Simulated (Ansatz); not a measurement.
Cartesian coordinates (Å):
SMILES: BCC=C
```xyz
11

B      1.8420    -0.0433     0.0957
C      0.4184     0.5781     0.0591
C     -0.7312    -0.2535     0.5333
C     -1.8646    -0.4528    -0.1455
H      2.0918    -0.9660     0.8277
H      2.7312     0.4565    -0.5429
H      0.1879     1.1143    -0.8754
H      0.6130     1.3981     0.8020
H     -0.5942    -0.7522     1.4994
H     -2.0386     0.0172    -1.1170
H     -2.6556    -1.0964     0.2411
```
Charge 0, spin multiplicity 1.

All values below come from frozen-core CCSD(T)/cc-pVTZ // PBE-D3(BJ)/def2-TZVP run with Ansatz (a program for electronic structure).

The HF energy comes out as -142.36743 Ha and the MP2 correlation energy is -0.60246 Ha.

Q: Estimate the CCSD correlation energy, the (T) correction, the total energy and the T1 diagnostic.

A: 
- CCSD correlation energy: -0.64729 Ha
- (T) correction: -0.02695 Ha
- CCSD(T) total energy: -143.04167 Ha
- T1 diagnostic: 0.011
